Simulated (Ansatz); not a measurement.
One change: `ClC[SiH2][SbH2]` becomes `ClC[SiH2]Cl`.

Ansatz, PBE0-D4/def2-TZVP geometries, multiplicity 1. Each molecule was computed in one conformer, which needn't be the lowest.

Elements past krypton have def2 core potentials.

```csv
property,`ClC[SiH2][SbH2]`
LUMO energy (B3LYP/def2-TZVPP) / eV,-0.62
HOMO energy (PBE0/def2-TZVPP) / eV,-7.27
HOMO–LUMO gap (ωB97M-V/def2-TZVPP) / eV,10.46
HOMO energy (ωB97M-V/def2-TZVPP) / eV,-9.27
HOMO–LUMO gap (PBE0/def2-TZVPP) / eV,6.87
LUMO energy (PBE0/def2-TZVPP) / eV,-0.40
```

Task: What does the change do to each property? (An estimate is asked.)

Result: The calculation gave: 
| property | `ClC[SiH2]Cl` | shift |
| --- | --- | --- |
| LUMO energy (B3LYP/def2-TZVPP) / eV | -0.34 | 0.28 |
| HOMO energy (PBE0/def2-TZVPP) / eV | -8.37 | -1.10 |
| HOMO–LUMO gap (ωB97M-V/def2-TZVPP) / eV | 12.43 | 1.97 |
| HOMO energy (ωB97M-V/def2-TZVPP) / eV | -10.60 | -1.33 |
| HOMO–LUMO gap (PBE0/def2-TZVPP) / eV | 8.26 | 1.39 |
| LUMO energy (PBE0/def2-TZVPP) / eV | -0.12 | 0.28 |

With PBE0 the HOMO falls by 1.10 eV and the LUMO rises by 0.28 eV, so the gap widens by about 1.38 eV. PBE moves the HOMO by -0.74 eV and ωB97M-V by -1.33 eV.

B3LYP here is the variant with VWN-RPA as its local correlation; programs differ in this.

Spin–orbit coupling is left out; it splits and shifts lone-pair levels of the heavy atoms by tenths of an eV.
